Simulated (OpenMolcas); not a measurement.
**Levels of Xe2+ by method**

* Program: OpenMolcas
* Basis: ANO-R2 [7s6p4d2f1g]
* Scalar Hamiltonian: X2C, finite nucleus
* Active space: 4 electrons in 3 orbitals (5p)
* State averaging: 2S+1 = 3 even, 3 roots; 2S+1 = 1 even, 6 roots
* Spin-orbit coupling: state interaction with AMFI integrals over the reference wave functions, term energies averaged over their components

Methods on the same reference wave functions:
A. CASSCF
B. SS-CASPT2, IPEA 0.25 Eh, imaginary shift 0.1 Eh (closed shells correlated: 4d 5s)

Energies in cm⁻¹ above 5s² 5p⁴ ³P₂, the measured ground level; measured values from Saloman, J. Phys. Chem. Ref. Data 33, 765 (2004).

| Level | A | B | Measured |
| --- | --- | --- | --- |
| 5s² 5p⁴ ³P₂ | 0.0 | 0.0 | 0.0 |
| 5s² 5p⁴ ³P₀ | 8347 | 7900 | 8130 |
| 5s² 5p⁴ ³P₁ | 8500 | 8710 | 9794 |
| 5s² 5p⁴ ¹D₂ | 18674 | 16680 | 17099 |
| 5s² 5p⁴ ¹S₀ | 39192 | 35280 | 36103 |

Deviations, from unrounded energies. A percentage is the sum of absolute deviations over the sum of measured energies, with the sign that they share, or ± where signs differ.

```csv
Against measurement,Levels,A,B
mean absolute deviation (cm-1),4,1500,640
fine structure of the ground term (%),2,±8.4,-7.3
other terms of the ground configuration (%),2,+8.8,-2.3
```

B lies closest to measurement on these levels. The largest miss of B in the table is 5s² 5p⁴ ³P₁, by -1100 cm-1. The ranking rests on the paired levels alone, and a cruder setting can come out closer through cancelling errors.

From A to B the spin-free energies of the other terms of 5s² 5p⁴ shown, above ³P, scale by factors of 0.80 to 0.84.

The lowest spin-free term lies below A's lowest term by 0.584 hartree in B.

CASPT2 breaks the degeneracy within a term, and the mean is taken; among the terms shown or strongly mixed into the levels shown the widest spread is 160 cm-1 (5s² 5p⁴ ¹D, B). With the s shell closed, the reference lacks s² → p² mixing. Measured partners are found by configuration, term and J. A level has none where our copy of the source lacks it or the pairing is in doubt (some pairs that miss far off the trend of their configuration count as doubtful), and it then counts in no deviation. Only configurations of the active space appear.
